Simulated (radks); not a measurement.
Results of a calculation; reference values are marked as such.
Question: Ionisation of neutral helium, [He], to He+, 1s1, under several functionals. Non-relativistic Kohn-Sham, spin-polarised, spherical densities, point nucleus; open shells are filled with parallel spins first; a radial shooting solver on a logarithmic mesh with Libxc functionals. The NIST Atomic Spectra Database gives 24.587 eV (measured). Rank these functionals by the error of their Delta-SCF ionisation energy: SOGGA; exchange-only LDA; LDA (Slater exchange, Perdew-Wang correlation); TASK exchange with Perdew-Wang LDA correlation; PW91; MS2 meta-GGA.

Answer: From best to worst: PW91 24.578 eV (-0.010); MS2 meta-GGA 24.648 eV (+0.060); LDA (Slater exchange, Perdew-Wang correlation) 24.291 eV (-0.296); SOGGA 23.923 eV (-0.665); TASK exchange with Perdew-Wang LDA correlation 25.846 eV (+1.258); exchange-only LDA 22.070 eV (-2.518).
